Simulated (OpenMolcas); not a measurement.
## I+: effect of the active space

* Program: OpenMolcas
* Method: SS-CASPT2 or its RAS form, IPEA 0.25 Eh, imaginary shift 0.1 Eh
* Basis: ANO-RCC-VQZP
* Scalar Hamiltonian: DKH2, point nucleus
* Spin-orbit coupling: state interaction with AMFI integrals over the reference wave functions, term energies averaged over their components

A. 4 electrons in 3 orbitals (5p); 2S+1 = 3 even, 3 roots; 2S+1 = 1 even, 6 roots; closed shells correlated: 4d 5s; CASPT2 step about 1.5 core-seconds
B. 6 electrons in 8 orbitals (5s 5p 6s 6p); 2S+1 = 3 even, 3 roots; 2S+1 = 1 even, 6 roots; 2S+1 = 3 odd, 3 roots; 2S+1 = 1 odd, 3 roots; closed shells correlated: 4d; CASPT2 step roughly 7 core-seconds
C. 6 electrons in 9 orbitals (RAS2 5s 5p; RAS3 5d, at most 2 electrons); 2S+1 = 3 even, 3 roots; 2S+1 = 1 even, 6 roots; 2S+1 = 3 odd, 3 roots; 2S+1 = 1 odd, 3 roots; closed shells correlated: 4d; CASPT2 step of the order of 10 core-seconds

Energies in eV above 5s2 5p4 3P2, the measured ground level; measured values from NIST Handbook of Basic Atomic Spectroscopic Data.

| Level | A | B | C | Measured |
| --- | --- | --- | --- | --- |
| 5s2 5p4 3P2 | 0.0000 | 0.0000 | 0.0000 | 0.0000 |
| 5s2 5p4 3P0 | 0.774 | 0.778 | 0.770 | 0.7994 |
| 5s2 5p4 3P1 | 0.795 | 0.778 | 0.776 | 0.8787 |
| 5s2 5p4 1D2 | 1.657 | 1.695 | 1.643 | 1.7020 |
| 5s2 5p4 1S0 | 3.589 | 3.709 | 3.558 | 3.6577 |

Deviations, from unrounded energies. A percentage is the sum of absolute deviations over the sum of measured energies, with the sign that they share, or ± where signs differ.

```json
{"Against measurement": "mean absolute deviation (cm-1)", "Levels": "4", "A": "450", "B": "360", "C": "590"}
{"Against measurement": "fine structure of the ground term (%)", "Levels": "2", "A": "-6.5", "B": "-7.3", "C": "-7.9"}
{"Against measurement": "other terms of the ground configuration (%)", "Levels": "2", "A": "-2.1", "B": "±1.1", "C": "-3.0"}
```

B lies closest to measurement on these levels and C furthest from it. The largest miss of B in the table is 5s2 5p4 3P1, by -810 cm-1. The ranking rests on the paired levels alone, and a cruder setting can come out closer through cancelling errors.

Among A to C the level of the table that moves most is 5s2 5p4 1S0, by 1200 cm-1 (lowest in C, highest in B). Moves below CASPT2's spread within the term are not significant.

CASPT2 breaks the degeneracy within a term, and the mean is taken; among the terms shown or strongly mixed into the levels shown the widest spread is 180 cm-1 (5s2 5p4 1D, A). Over all roots computed the reference weight is 0.81 to 0.91 in B; the roots of lowest weight are the least certain, and an intruder state may touch them. With the s shell closed, the reference lacks s² → p² mixing (holds for A). Active for correlation alone: 6p 6s; no level in the range computed is led by a configuration that fills them, so any true level of that kind is missing (holds for B). The run also gave levels led by 5s2 5p3 5d, which use shells meant for correlation; these and all levels above them are left out (holds for C). Measured partners are found by configuration, term and J. A level has none where our copy of the source lacks it or the pairing is in doubt (some pairs that miss far off the trend of their configuration count as doubtful), and it then counts in no deviation. Only configurations of the active space appear. The table leaves out levels that lie high or whose names do not pair safely across all columns.
